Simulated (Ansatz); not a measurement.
A nudged elastic band was laid between two geometries of CH$_{4}$BrFMg (8 atoms, charge 0, multiplicity 1).

Level of theory: Ansatz 0.2.0, RKS PBE/def2-SVP.

```
movable images  : 5
climbing image  : yes
spring          : 20.0 eV/Å²
optimiser       : quadratic models (default)
start path      : through a guess of the saddle point
force threshold : 0.03 eV/Å
iteration limit : 60
end points      : relaxed
```

Initial state:

```xyz
8
Properties=species:S:1:pos:R:3
Mg 0.489 0.142 0.143
Br 2.813 0.989 0.595
C -1.301 0.055 -0.928
H 1.913 -0.394 1.763
F 1.041 -0.904 1.839
H -2.037 -0.611 -0.430
H -1.772 1.056 -1.025
H -1.146 -0.334 -1.957
```

Final state:

```xyz
8
Properties=species:S:1:pos:R:3
Mg 0.508 0.101 0.116
Br 2.921 0.723 0.428
C -1.295 0.041 -0.939
H 1.870 -0.288 1.832
F 0.943 -0.663 1.991
H -1.912 -0.831 -0.634
H -1.905 0.952 -0.761
H -1.130 -0.035 -2.034
```

(1) What changes between the two ends?

(2) What energy profile does the band end with?

The band took 25 iterations and roughly 5 core-minutes.

Results:

(1) No bond is made or broken.

(2) The forces met the threshold. The highest image is number 0 of 0 to 6, 0.000 eV above the ends, which have the same energy within 2 meV. The highest image is an end point: on this band no image between the ends rises above it.

```csv
image,path coordinate (Å),energy (eV)
0,0.00,0.000
1,0.13,0.000
2,0.25,0.000
3,0.37,0.000
4,0.49,0.000
5,0.61,0.000
6,0.73,-0.001
```

Run time: 2.7 min on 2 threads of Intel(R) Xeon(R) Platinum 8488C (Sapphire Rapids) (shared host), peak memory 0.15 GiB.
